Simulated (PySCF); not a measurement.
Two-dimensional NMR puzzle

Compound of formula C$_{6}$H$_{13}$PS. Correlations simulated from computed shifts and the bond graph:

HSQC (one-bond C–H):
```tsv
δH	δC
7.05	150.4
6.56	150.4
6.09	142.9
1.37	21.6
1.28	32.7
1.15	15.6
0.95	16.3
```

COSY cross peaks (H two or three bonds apart, from the bond graph; peaks can be absent where the dihedral angle is near 90°):
```tsv
δH	δH
7.05	6.56
7.05	6.09
6.56	6.09
1.28	1.15
1.28	0.95
```

HMBC (two and three bonds, from the bond graph):
```tsv
δH	δC
7.05	142.9
6.56	142.9
6.09	150.4, 32.7, 21.6
1.37	142.9, 32.7
1.28	142.9, 21.6, 16.3, 15.6
1.15	32.7, 16.3
0.95	32.7, 15.6
```

Calculated, not measured (PySCF 2.14.0 with density-fitted response routines): PBE0-D3(BJ)/def2-SVP geometry, CAM-B3LYP/pcSseg-1 with gauge-including orbitals. No solvent model, averaged over atoms made equivalent by symmetry, fast rotation or ring inversion, non-relativistic Hamiltonian, one conformer.

References, each an isolated molecule treated in the same way: ¹H (31.33 ppm), ¹³C (182.45 ppm) vs TMS.

Exchangeable hydrogens are left out of these lists.

**Question.** Which molecule is this?

**Answer.** `[P@@](C=C)(C)(=S)C(C)C`.

Atom-mapped SMILES (the numbers label the heavy atoms): `[CH2:1]=[CH:2][P@@:3]([CH3:4])(=[S:5])[CH:6]([CH3:7])[CH3:8]`. Hydrogens are named by the atom that carries them. Ha(C1) is cis to P3; Hb(C1) is trans to P3.

δC 150.4 is C1, a terminal =CH2 carbon (δH 7.05, 6.56). δC 142.9 is C2, an alkene CH (δH 6.09). δC 32.7 is C6, an sp3 CH bonded to P (δH 1.28). δC 21.6 is C4, a methyl carbon bonded to P (δH 1.37). δC 16.3 is C7, a methyl carbon (δH 0.95). δC 15.6 is C8, a methyl carbon (δH 1.15). COSY links 7.05–6.56, 7.05–6.09, 6.56–6.09, 1.28–1.15, 1.28–0.95.

The shifts were computed for this structure.

Shifts are as computed, not scaled to solution data. Of 1211 compounds with measured shifts, 218 miss one by over three times the rms of a fit or turn the order of signals round; such compounds aren't used in these exercises.
